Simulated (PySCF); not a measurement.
Fractional electron number in Nb (niobium, neutral)

The 5s alpha orbital of [Kr] 4d4 5s1 is emptied in steps (occupation f), with all orbitals relaxed, ending at [Kr] 4d4. Calculation: PySCF 2.14, in def2-TZVPPD with the def2 core potential (28 electrons); a scalar-relativistic core potential. The exact energy is a straight line in f; departures are measured from the line between the end points of the same method.

```json
{"f": "1", "UHF (eV)": "0.000"}
{"f": "0.75", "UHF (eV)": "0.040"}
{"f": "0.5", "UHF (eV)": "0.052"}
{"f": "0.25", "UHF (eV)": "0.038"}
{"f": "0", "UHF (eV)": "0.000"}
```

```tsv
method	E(f=0) − E(f=1) (eV)	−ε at f=1 (eV)	−ε at f=0.5 (eV)
UHF	6.001	6.222	5.995
```

Orbital energy along the path (eV):

```json
{"f": "1", "UHF": "-6.222"}
{"f": "0.75", "UHF": "-6.103"}
{"f": "0.5", "UHF": "-5.995"}
{"f": "0.25", "UHF": "-5.896"}
{"f": "0", "UHF": "-5.805"}
```

Reference removal energy between the ground levels: 6.759 eV (measured; NIST Atomic Spectra Database, ionization energies). The calculation has no spin-orbit coupling. UHF lacks correlation.
